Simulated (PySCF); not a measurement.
C3HBrClF, SMILES FC=C=C(Cl)Br.

The structure is a stationary point at ωB97X-D3(BJ)/def2-SVP. This is a generated structure with no PubChem entry under its InChIKey; it may be hypothetical.

Two levels are set side by side: TDA-PBE/def2-SVPD (PySCF) and TDA-PBE0/def2-SVPD (PySCF). Vertical, same geometry. The lowest singlet is HOMO→LUMO 98 % with PBE and HOMO→LUMO 94 % with the other functional; states are paired by order. Differences are taken from unrounded values.

| quantity | TDA-PBE0 | TDA-PBE | TDA-PBE minus TDA-PBE0 |
|---|---|---|---|
| lowest singlet excitation (eV) | 4.80 | 4.45 | -0.34 |
| lowest triplet excitation (TDA) (eV) | 3.81 | 3.80 | -0.02 |
| first bright state (f over 0.05) (eV) | 6.14 | 5.56 | -0.57 |
| its oscillator strength | 0.09 | 0.07 | -0.02 |

Functionals without exact exchange tend to place singlet excitations lower, as here. Differences between two approximate levels are no errors against the true value.

Rough cost on one machine, each run with all the roots and properties that it gave: TDA-PBE0 against TDA-PBE about 3 times.
